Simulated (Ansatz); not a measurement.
Gas-phase electronic energies from Ansatz, PBE0-D4/def2-TZVP geometries. CBS: MP2 limit from def2 TZ/QZ plus the TZ coupled-cluster correction, frozen cores. This one scheme is used for every species, atoms too. DFT in def2-TZVPP. Open shells (•) are unrestricted, without spin–orbit coupling. Spin–orbit coupling would lower the free atoms: a little for B, O; clearly for Ge. Bonds to Ge are less sure, by a few kJ/mol each and by 10 to 20 or more in all where they break to atoms, as the def2 sets lack core-valence functions. Scalar relativity is left out up to krypton. Each species was taken in one conformer, which may not be the lowest.

`O[BH][GeH3]` → B• + Ge• + 5 H• + O•  (atomization)

```json
{"level": "BHLYP", "ΔE (kcal/mol)": "597.4"}
{"level": "CCSD/def2-SVP", "ΔE (kcal/mol)": "579.1"}
{"level": "MP2/def2-TZVPP", "ΔE (kcal/mol)": "608.1"}
{"level": "SCS-MP2/def2-QZVPP", "ΔE (kcal/mol)": "616.8"}
```

Question: What does CCSD(T)/CBS give? (Estimate.)

Answer: Computed: +617.1 kcal/mol. The listed levels differ from it by -19.7, -38.0, -9.0, -0.3 kcal/mol.

Largest T1 diagnostic among the species: 0.014.

Leaving LDA and LC-ωPBE aside and taking each functional with its dispersion term where it has one, the values, not all of them listed here, spread over 20.8 kcal/mol, from BHLYP-D4 to B97M-V. LDA lies +82.9 kcal/mol from PBE without D4, its usual overbinding. From r2SCAN to r2SCAN0 (25 % exact exchange), in def2-TZVPP and without D4, ΔE moves by −9.0 kcal/mol: exact exchange takes away binding that semilocal exchange gives to molecules. At CCSD(T), def2-SVP lies −33.1 kcal/mol from the extrapolated value and def2-TZVPP −12.3 kcal/mol: correlation converges slowly with the basis, and small sets miss more of it in the bonded molecule than in its fragments.

For atomizations the MP2-based limit and the directly extrapolated one differ by several kJ/mol either way, and by 10 to 25 for some Ge, Se and Sn compounds, so smaller differences from it don't rank the levels.
